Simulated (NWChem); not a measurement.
Species: TiNH2OF; SMILES [NH]=[Ti]([OH])[F]

```xyz
6

Ti    -0.0211    -0.0247     0.2049
N     -1.6353     0.2714    -0.1480
H     -2.6046     0.2185    -0.4866
F      0.5899    -1.6737    -0.1574
O      1.0548     1.4024    -0.1367
H      0.7683     2.2680    -0.4762
```
Atoms are numbered in this order, from 1.

Program: NWChem. Pople sets run with spherical d functions. All runs use the structure optimised with PBE-D3(BJ)/def2-SVP. Level r2SCAN/6-31G*: energy and gradient on several grids; changes count from the extra-fine grid, which is no exact limit either.

| grid | size of the energy change (μHa) | largest change of a gradient component (μHa/bohr) | time, medium = 1 (rough) |
|---|---|---|---|
| xcoarse | 8000 | 3000 | about 1 |
| coarse | 30 | 600 | about 1 |
| medium | 20 | 200 | about 1 |
| fine | < 10 | < 30 | about 1 |
| xfine | < 10 | < 30 | 2 |
